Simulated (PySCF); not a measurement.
# Ga²¹⁺ (gallium, charge +21): Hartree-Fock from Schrödinger to Dirac-Coulomb-Breit

Occupied: 1s1/2, 2s1/2, 2p1/2, 2p3/2. Hartree-Fock calculated with PySCF 2.14 in an uncontracted even-tempered set (17 s from 1.8 bohr⁻², ratio 2.7; 12 p from 2.1 bohr⁻², ratio 2.7), Gaussian nucleus throughout. NR is non-relativistic, sf-X2C the spin-free one-electron X2C Hamiltonian, X2C adds the bare one-electron spin-orbit term, X2C-SNSO screens it by Boettger's factors, DC is four-component Dirac-Coulomb, and the Gaunt and Breit terms are added at first order (total energies over the DC spinors, levels after relaxing the spinors in that mean field). QED terms are absent. Levels marked empty are virtual spinors of this ion.

```tsv
level (eV)	NR	sf-X2C	X2C	X2C-SNSO
1s1/2	-11205.6	-11342.9	-11342.7	-11342.7
2s1/2	-2156.3	-2190.3	-2190.3	-2190.3
2p1/2	-2010.8	-2020.4	-2041.5	-2040.1
2p3/2	-2010.8	-2020.4	-2010.3	-2010.9
3s1/2 (empty)	-796.90	-806.11	-806.10	-806.11
3p1/2 (empty)	-753.18	-756.73	-761.39	-761.08
3p3/2 (empty)	-753.18	-756.73	-754.48	-754.62
```

Q: Where do the four-component calculations put these levels?

A: 1s1/2: DC -11348.3, DC+Gaunt -11334.3, DC+Breit -11335.1; 2s1/2: DC -2190.9, DC+Gaunt -2189.7, DC+Breit -2189.7; 2p1/2: DC -2040.3, DC+Gaunt -2038.2, DC+Breit -2038.4; 2p3/2: DC -2011.3, DC+Gaunt -2009.8, DC+Breit -2010.0; 3s1/2 (empty): DC -806.22, DC+Gaunt -805.94, DC+Breit -805.97; 3p1/2 (empty): DC -761.11, DC+Gaunt -760.63, DC+Breit -760.70; 3p3/2 (empty): DC -754.69, DC+Gaunt -754.36, DC+Breit -754.43 (eV).

```
Hamiltonian  E (hartree)  E − E(DC) (hartree)  CPU seconds
         NR   -1665.7259              18.4097         0.26
     sf-X2C   -1683.7905               0.3452         0.15
        X2C   -1683.8577               0.2779         0.19
   X2C-SNSO   -1683.8492               0.2864         0.18
         DC   -1684.1356               0.0000          7.2
   DC+Gaunt   -1683.2885               0.8471           12
   DC+Breit   -1683.3598               0.7758           36
```

Weight of the small component: 1s1/2 0.0126, 2s1/2 0.00252, 2p1/2 0.00247, 2p3/2 0.00243, 3s1/2 0.000855, 3p1/2 0.000829, 3p3/2 0.000820.

Koopmans' value for the highest occupied level at DC+Breit: 2010.0 eV, against an ionisation energy of 2010 ± 1.1 eV (semi-empirical (NIST evaluation); NIST Atomic Spectra Database, ionization energies); the former lacks relaxation, correlation, QED and recoil.

The whole ladder took 58 s of wall time on 1 thread of Neoverse-V1 (shared host), launched as `OMP_NUM_THREADS=1 python relrun2.py TASK.json OUT` (a driver that calls PySCF for each Hamiltonian).
